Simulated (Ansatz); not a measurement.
CH5AlFN (`C[NH][AlH][F]`). The species carries charge 0 and has multiplicity 1. Geometry: relaxed with PBE0-D4/def2-TZVP. It is one conformer, not always the lowest.

```xyz
9

C    -0.446   -1.164   -0.325
N     0.521   -0.182    0.119
Al    0.263    1.543    0.337
F     1.537    2.455    0.858
H    -0.627   -1.941    0.426
H    -1.406   -0.679   -0.523
H    -0.139   -1.660   -1.253
H     1.423   -0.592    0.311
H    -1.125    2.221    0.051
```

Problem. What is the dipole moment at PBE/def2-TZVPP? (Best estimate.)

Solution. The calculation gave: 2.13 D, with components (-0.62, -1.97, -0.51) D in this frame, pointing from negative to positive charge.

Problem. And with r2SCAN, B3LYP, ωB97M-V? (An estimate is asked.)

Solution. Ansatz gave: r2SCAN 2.11 D, B3LYP 2.12 D, ωB97M-V 2.06 D.

Problem. Give the Mulliken charges with PBE, r2SCAN, B3LYP in def2-TZVPP. (Estimate.)

Solution. Computed: 
```
atom    PBE  r2SCAN  B3LYP
  C1  -0.19   -0.03  -0.17
  N2  -0.28   -0.37  -0.33
 Al3   0.51    0.65   0.61
  F4  -0.33   -0.37  -0.37
  H5   0.09    0.05   0.09
  H6   0.09    0.04   0.08
  H7   0.09    0.05   0.09
  H8   0.14    0.14   0.12
  H9  -0.12   -0.16  -0.14
```

B3LYP here is the variant with VWN-RPA as its local correlation; programs differ in this.
